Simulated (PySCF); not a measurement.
Question: What does the GFN2-xTB structure of `CNC1=CC=NC=C1` look like in three dimensions?

Answer: 
Z-matrix in Å and degrees, rows numbered from 1:
```
C 
N   1  1.4409
C   2  1.3650  1  123.31
C   3  1.4021  2  120.00  1  -168.37
C   4  1.3782  3  119.16  2  -177.90
N   5  1.3253  4  123.95  3     0.23
C   6  1.3231  5  116.99  4    -0.05
C   7  1.3815  6  124.40  5    -0.29
H   1  1.0908  2  109.91  3   -59.65
H   1  1.0877  2  108.88  3  -178.10
H   1  1.0969  2  112.33  3    61.35
H   2  1.0079  1  116.21  3  -153.78
H   4  1.0805  3  120.03  2     2.26
H   5  1.0826  4  120.60  3  -179.44
H   7  1.0828  6  115.29  5  -179.98
H   8  1.0777  3  121.27  2    -2.68
```

The 6-membered ring C3–C4–C5–N6–C7–C8 has internal angles of 116.8° to 124.4° (sum 720°, against 720° for a flat polygon); it is planar, 0.00 Å rms from its mean plane, widest ring torsion 0°. Of the pairs four or more bonds apart, C1···H16 is among the closest relative to their van der Waals radii: 2.65 Å, 92 % of the sum of Bondi's values. N2 (aniline-type nitrogen) has angles 123.3°, 116.2° and 115.5°, sum 355.0°, 0.16 Å off the plane of its three neighbours. The 4 C–N bonds span 1.323 Å (N6–C7, aromatic) to 1.441 Å (C1–N2, drawn single), a spread of 0.118 Å.

The geometry is computed with GFN2-xTB (gas phase).

Point group: C1 (no symmetry element, even within 0.4 Å). Not checked by GFN2-xTB frequencies. One conformer, not necessarily the lowest (C1–N2–C3–C4 -168°).
